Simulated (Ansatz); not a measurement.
Geometry optimisation, Ansatz 0.2.0, RKS PBE/def2-SVP.

The input (input.yaml):

```yaml
crystal:
  periodic: [false, false, false]
  atoms:
    - { symbol: In, position_ang: [0.67554, -2.123391, 0.572264] }
    - { symbol: O, position_ang: [1.320259, -0.326484, -0.277067] }
    - { symbol: Cl, position_ang: [-1.501743, 1.130962, -1.294357] }
    - { symbol: Cl, position_ang: [-0.728526, 0.33335, 1.919645] }
    - { symbol: H, position_ang: [-0.681285, 0.719417, -0.260561] }
    - { symbol: H, position_ang: [-0.725137, 0.570775, 0.54168] }
    - { symbol: H, position_ang: [1.640893, -0.30453, -1.201503] }
basis:
  gaussian: { orbitals: def2-SVP }
hamiltonian:
  xc: pbe
relax:
  f_tol: 0.03
  max_steps: 50
output:
  orbitals: {}
```

Launched with:

```bash
$ ansatz run input.yaml --threads 2 --pin off --max-ram 3072MiB --backend cpu --events-out ev --progress --plain --runs-dir out
```

Task: Where does it end, and by what steps?

Result: The run converged. After 21 steps the energy has fallen by 3.301 eV; H5 moved furthest, 1.24 Å. Parted: Cl3–H5, Cl4–H6, H5–H6. Joined: In1–Cl4, O2–H5, Cl3–H6.

```
step  energy less start (eV)  largest force component (eV/Å)  accepted
   0                  0.0000                           5.812       yes
   1                 -0.9187                           2.983       yes
   2                 -1.4781                           1.854       yes
   3                 -1.8485                           1.160       yes
   4                 -2.1465                           0.570       yes
   5                 -2.3926                           0.664       yes
   6                 -2.6377                           1.215       yes
   7                 -2.9652                           0.741       yes
   8                 -3.0809                           1.893       yes
   9                 -3.1955                           1.829       yes
  10                 -3.2730                           0.179       yes
  11                 -3.2777                           0.190       yes
  12                 -3.2859                           0.067       yes
  13                 -3.2870                           0.087       yes
  14                 -3.2890                           0.054       yes
  15                 -3.2916                           0.207       yes
  16                 -3.2938                           0.105       yes
  17                 -3.2904                           0.256        no
  18                 -3.2982                           0.040       yes
  19                 -3.2998                           0.056       yes
  20                 -3.3004                           0.069       yes
  21                 -3.3011                           0.014       yes
```

```xyz
7
Properties=species:S:1:pos:R:3
In 0.935 -1.774 1.181
O 1.176 -0.160 -0.689
Cl -1.449 1.471 -0.677
Cl -1.014 -0.312 2.046
H 0.416 0.480 -0.786
H -1.398 0.790 0.517
H 1.334 -0.495 -1.592
```

Whether the end is a true minimum wasn't checked by a vibrational analysis.

Run time: 20 s on 2 threads of Intel(R) Xeon(R) 6975P-C (Granite Rapids), on a shared host, peak memory 0.15 GiB.
